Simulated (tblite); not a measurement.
Input of a run (GFN2-xTB geometry optimisation, gas phase (tblite 0.8.0)), started from a force field or distance geometry:
```
{"job": {"kind": "relax", "xc": "GFN2-xTB", "basis": "xTB"}, "charge": 0, "multiplicity": 1}
C     -2.349400    -0.495300    -0.613200
C     -1.424100     0.383800     0.149500
C      0.006200     0.409500    -0.301800
C     -0.053400     0.936500    -1.751700
Si     0.907300     1.679200     0.708900
C      0.668400    -0.914100    -0.397800
C      0.868100    -1.832900     0.756700
C      2.071100    -1.100900     0.189400
F      2.601300    -0.182700     1.047700
H     -2.177300    -0.528600    -1.703000
H     -2.426500    -1.526100    -0.190500
H     -3.390300    -0.083300    -0.482200
H     -1.833700     1.429000     0.075300
H     -1.491400     0.113000     1.232500
H      0.605700     1.820900    -1.865400
H      0.305200     0.146300    -2.435000
H     -1.094300     1.174200    -2.042400
H      0.982200     1.269800     2.116600
H      2.228700     2.005100     0.148400
H      0.152600     2.946700     0.685000
H      0.538900    -1.417600    -1.374500
H      0.639200    -1.585900     1.792900
H      0.897600    -2.930000     0.532400
H      2.756000    -1.696800    -0.436700
```

Output (eV, eV/Å):
```
step      E/eV     max force
  0    -790.33242    2.502
  1    -790.64632    0.984
  2    -790.74333    0.707
  3    -790.80272    0.527
  4    -790.85129    0.436
  5    -790.88060    0.350
  6    -790.89698    0.265
  7    -790.90712    0.258
  8    -790.91726    0.226
  9    -790.92705    0.284
 10    -790.93562    0.250
 11    -790.94356    0.194
 12    -790.95319    0.329
 13    -790.96712    0.422
 14    -790.98483    0.366
 15    -791.00000    0.241
 16    -791.01068    0.216
 17    -791.02036    0.231
 18    -791.02815    0.248
 19    -791.03478    0.177
 20    -791.04105    0.182
 21    -791.04730    0.233
 22    -791.05404    0.248
 23    -791.06063    0.226
 24    -791.06598    0.143
 25    -791.07014    0.141
 26    -791.07377    0.141
 27    -791.07801    0.187
 28    -791.08359    0.198
 29    -791.08975    0.155
 30    -791.09564    0.187
 31    -791.10144    0.185
 32    -791.10717    0.146
 33    -791.11223    0.142
 34    -791.11648    0.141
 35    -791.12026    0.130
 36    -791.12397    0.131
 37    -791.12700    0.165
 38    -791.13103    0.150
 39    -791.13489    0.143
 40    -791.14023    0.146
 41    -791.14339    0.150
 42    -791.14790    0.176
 43    -791.15136    0.151
 44    -791.15527    0.108
 45    -791.15905    0.107
 46    -791.16276    0.119
 47    -791.16552    0.155
 48    -791.16782    0.150
 49    -791.17094    0.126
 50    -791.17633    0.120
 51    -791.18016    0.147
 52    -791.18564    0.142
 53    -791.18926    0.136
 54    -791.19401    0.127
 55    -791.19868    0.154
 56    -791.20338    0.134
 57    -791.20591    0.196
 58    -791.20983    0.134
 59    -791.21236    0.109
 60    -791.21626    0.090
 61    -791.21871    0.101
 62    -791.22142    0.086
 63    -791.22292    0.084
 64    -791.22428    0.089
 65    -791.22573    0.096
 66    -791.22711    0.089
 67    -791.22832    0.066
 68    -791.22905    0.052
 69    -791.22949    0.045
 70    -791.22987    0.039
 71    -791.23017    0.029
 72    -791.23033    0.026
 73    -791.23044    0.022
 74    -791.23052    0.016
 75    -791.23058    0.014
 76    -791.23063    0.015
 77    -791.23068    0.016
 78    -791.23071    0.012
 79    -791.23074    0.012
 80    -791.23076    0.011
 81    -791.23079    0.012
 82    -791.23081    0.012
 83    -791.23084    0.012
 84    -791.23087    0.013
 85    -791.23089    0.010
 86    -791.23091    0.011
 87    -791.23093    0.010
```

Question: Summarise the run.

Answer: The energy falls by 20.7 kcal/mol over 87 L-BFGS steps, the largest force on an atom goes from 2.50 to 0.010 eV/Å, and the atoms move by 0.429 Å rms after alignment. The bond that changes most is C3–Si5 (sp3 carbon bound to silicon to SiH3 silicon), which lengthens by 0.071 Å. Bonds longer at the end by more than 0.005 Å: 5 of 24; shorter: 18. Among the angles that change most is F9–C8–H24, from 118.7° to 109.3°. Among the dihedrals that turn most is C2–C3–C4–H17, from 2° to 59°. The energy never rose by more than 1e-5 eV on the way. The first step brought 35 % of the lowering.

Question: What are the final bond lengths?

Answer: C1–C2 1.527 Å, C2–C3 1.542 Å, C3–C4 1.532 Å, C3–Si5 1.927 Å, C3–C6 1.517 Å, C6–C7 1.506 Å, C7–C8 1.492 Å, C8–F9 1.367 Å, C6–C8 1.495 Å, C1–H10 1.087 Å, C1–H11 1.087 Å, C1–H12 1.088 Å, C2–H13 1.092 Å, C2–H14 1.093 Å, C4–H15 1.088 Å, C4–H16 1.090 Å, C4–H17 1.088 Å, Si5–H18 1.461 Å, Si5–H19 1.457 Å, Si5–H20 1.469 Å, C6–H21 1.087 Å, C7–H22 1.078 Å, C7–H23 1.079 Å, C8–H24 1.084 Å. Numbering counts from 1 in the input's order; the species is `CC[C@@](C)([SiH3])[C@@H]1C[C@@H]1F`.

Its GFN2-xTB frequencies are all real (lowest 56 cm⁻¹). The numbers are those of one conformer. 3 starts were optimised and ended at 0.00, 1.31 and 4.29 kcal/mol (GFN2-xTB); the lowest of these is shown.

These are computed values.
